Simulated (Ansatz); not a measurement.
CH$_{6}$AlFSSi (`[CH3][Al]([F])[S][SiH3]`). The species carries charge 0 and has multiplicity 1. The structure was optimised at the PBE0-D4/def2-TZVP level. It is one conformer, not always the lowest.

```xyz
11

C     1.114   -0.103    1.358
Al   -0.512    0.917    1.115
F    -1.044    1.892    2.333
S    -1.785    0.936   -0.650
Si   -0.707   -0.441   -1.879
H     0.998   -0.799    2.194
H     1.941    0.566    1.612
H     1.400   -0.679    0.476
H     0.667    0.044   -2.168
H    -1.465   -0.555   -3.148
H    -0.607   -1.779   -1.242
```

Problem. What is the dipole moment at PBE/def2-TZVPP? (Estimate.)

Solution. Computed: 2.29 D, with components (1.66, -1.46, -0.58) D in this frame, pointing from negative to positive charge.

Problem. And with r2SCAN, B3LYP, ωB97M-V? (Estimate.)

Solution. Ansatz gave: r2SCAN 2.34 D, B3LYP 2.36 D, ωB97M-V 2.33 D.

Problem. Give the Mulliken charges with PBE, ωB97M-V, B3LYP in def2-TZVPP. (An estimate is asked.)

Solution. Ansatz gave: 
```
atom    PBE  ωB97M-V  B3LYP
  C1  -0.42    -0.50  -0.43
 Al2   0.58     0.65   0.65
  F3  -0.31    -0.34  -0.35
  S4  -0.25    -0.27  -0.30
 Si5   0.21     0.14   0.27
  H6   0.11     0.12   0.10
  H7   0.11     0.12   0.10
  H8   0.10     0.11   0.10
  H9  -0.04    -0.01  -0.05
 H10  -0.04    -0.01  -0.05
 H11  -0.04    -0.01  -0.05
```

B3LYP here is the variant with VWN-RPA as its local correlation; programs differ in this.
